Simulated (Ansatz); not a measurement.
Basis-set series for C$_{6}$H$_{16}$Cl$_{2}$GeN$_{2}$, SMILES `CC(C)[NH][Ge]([Cl])([Cl])[NH]C(C)C`. The species carries charge 0 and has multiplicity 1. Geometry: relaxed with PBE0-D4/def2-TZVP. It is one conformer, not always the lowest.

```tsv
functional	basis	functions	energy (Eh)	HOMO (eV)	LUMO (eV)
PBE0-D4	def2-SVP	260	-3343.56317	-7.10	0.09
PBE0-D4	def2-TZVPP	604	-3344.52342	-7.21	-0.25
ωB97M-V	def2-SVP	260	-3344.17351	-9.41	2.18
ωB97M-V	def2-TZVPP	604	-3345.14961	-9.54	1.68
```

(1) Give the rows for def2-QZVPP. (Estimate.)

## Answers

(1) The calculation gave: 
| functional | basis | functions | energy (Eh) | HOMO (eV) | LUMO (eV) |
| --- | --- | --- | --- | --- | --- |
| PBE0-D4 | def2-QZVPP | 1165 | -3344.61486 | -7.24 | -0.39 |
| ωB97M-V | def2-QZVPP | 1165 | -3345.23784 | -9.56 | 1.29 |

Positive LUMOs are unbound and depend on the basis. Scalar relativity is left out up to krypton.

All numbers were calculated with Ansatz.
